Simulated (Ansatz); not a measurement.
`[CH3][Al]([AlH2])[SiH3]` and `[CH3][Al]([SiH3])[BH]O` differ in one atom or group.

Ansatz, PBE0-D4/def2-TZVP geometries, multiplicity 1. Each molecule was computed in one conformer, which needn't be the lowest.

| property | `[CH3][Al]([AlH2])[SiH3]` |
| --- | --- |
| size of the dipole moment (PBE/def2-TZVPP) / D | 1.38 |
| HOMO energy (B3LYP/def2-TZVPP) / eV | -6.36 |
| LUMO energy (PBE/def2-TZVPP) / eV | -2.83 |
| HOMO–LUMO gap (PBE0/def2-TZVPP) / eV | 4.43 |
| size of the dipole moment (ωB97M-V/def2-TZVPP) / D | 1.40 |
| HOMO energy (ωB97M-V/def2-TZVPP) / eV | -8.38 |

Give the same properties after the change, and the shifts. (Estimate.)

Computed: 
```json
{"property": "size of the dipole moment (PBE/def2-TZVPP) / D", "`[CH3][Al]([SiH3])[BH]O`": "0.94", "shift": "-0.44"}
{"property": "HOMO energy (B3LYP/def2-TZVPP) / eV", "`[CH3][Al]([SiH3])[BH]O`": "-6.48", "shift": "-0.12"}
{"property": "LUMO energy (PBE/def2-TZVPP) / eV", "`[CH3][Al]([SiH3])[BH]O`": "-3.16", "shift": "-0.33"}
{"property": "HOMO–LUMO gap (PBE0/def2-TZVPP) / eV", "`[CH3][Al]([SiH3])[BH]O`": "4.28", "shift": "-0.15"}
{"property": "size of the dipole moment (ωB97M-V/def2-TZVPP) / D", "`[CH3][Al]([SiH3])[BH]O`": "1.12", "shift": "-0.28"}
{"property": "HOMO energy (ωB97M-V/def2-TZVPP) / eV", "`[CH3][Al]([SiH3])[BH]O`": "-8.67", "shift": "-0.29"}
```

With PBE0 the HOMO falls by 0.11 eV and the LUMO falls by 0.26 eV, so the gap narrows by about 0.15 eV. PBE moves the HOMO by 0.03 eV and ωB97M-V by -0.29 eV. Dipoles are sizes alone; their direction can turn.

B3LYP here is the variant with VWN-RPA as its local correlation; programs differ in this.
